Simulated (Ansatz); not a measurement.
Frontier orbitals of AlFH$_{2}$SSi, SMILES `[F][Al]1[SiH2][S]1`.

Total charge 0; spin multiplicity 1. Geometry: relaxed with PBE0-D4/def2-TZVP. Basis def2-TZVPP, Ansatz 0.2.0.

Orbital energies of one run (eV). Highest occupied ones, from the top: -6.15, -7.02, -8.41, -9.37, -9.91, -10.73, -10.77, -12.20, -13.31, -18.87, -31.85, -72.67, -72.73, -72.87. Empty: -2.42, -2.10, -0.86, 0.23, 0.62, 1.02.

**Question.** Which functional gave them?
A. r2SCANh
B. B97M-V
C. ωB97M-V
D. BLYP

**Answer.** B. HOMO energies: B97M-V -6.15, ωB97M-V -8.88, r2SCANh -6.51, BLYP -5.78 eV.
